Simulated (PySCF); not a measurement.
C2H2F2, SMILES F/C=C/F. Geometry: TPSSh-D3(BJ)/def2-SVP.

TDA-PBE/def2-SVPD (PySCF) puts the lowest singlet excitations at 6.44, 6.93, 7.46, 7.72, 8.06, 8.51 eV.

Problem. What are the lowest excitation roots from ADC(2)/aug-cc-pVDZ run with PySCF? (The exact figures need the calculation; the answer reports its results.)

Solution. 6.86, 6.94, 7.30, 7.42, 8.14, 8.63 eV. S1 differs by 0.41 eV (second minus first; roots are paired by order, and the bases may differ).
